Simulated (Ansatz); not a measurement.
Ansatz (a first-principles code) input:

Ansatz 0.2 input:
```yaml
crystal:
  periodic: [false, false, false]
  atoms:
    - {symbol: C, position_ang: [-1.20549120, -0.27413528, -0.01142588]}
    - {symbol: C, position_ang: [0.10214563, 0.02322847, 0.00096816]}
    - {symbol: C, position_ang: [1.29544689, 0.29459169, 0.01227850]}
    - {symbol: H, position_ang: [-1.60592350, -1.04784115, 0.64194216]}
    - {symbol: H, position_ang: [-1.88926277, 0.25301671, -0.67507022]}
    - {symbol: H, position_ang: [2.34257840, 0.53271512, 0.02220342]}
basis:
  gaussian:
    orbitals: def2-TZVPD
hamiltonian:
  xc: {name: B2PLYP}
magnetization: {spin_polarized: true, initial_magnetization: 1}
correlation: {electrons: outside_noble_gas}
```

Q: Which total energy does the run end on?

A: -115.93585 Eh (B2PLYP/def2-TZVPD). The basis has 138 functions.

This state (charge 0, doublet) is run at the relaxed geometry of the species with charge 1 and multiplicity 1.
